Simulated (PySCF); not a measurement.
Ionisation energy of Sb by level of theory

Sb [Kr] 4d10 5s2 5p3 (4S) → Sb+ [Kr] 4d10 5s2 5p2 (3P), as a difference of total energies. Computed with PySCF 2.14 in cc-pVDZ-PP with ECP28MDF (4s3p2d, 23 functions), with scalar relativity through the core potential. Correlated levels: valence: 4s2 4p6 4d10 frozen. The calculations carry no spin-orbit coupling.

```csv
method,ionisation energy (eV)
UHF,8.600
PBE,8.952
MN15,9.011
MP2 (valence),8.885
SCS-MP2 (valence),8.786
CCSD (valence),8.847
CCSD(T) (valence),8.849
```

Errors of the correlated levels include the incompleteness of this basis and the frozen core.

Problem. Which method comes closest to the reference value, and which is furthest?

Solution. The reference is 9.124 eV (measured; NIST levels, between the centres of gravity of the two terms). Closest: MN15 (error -0.113 eV); furthest: UHF (error -0.524 eV).
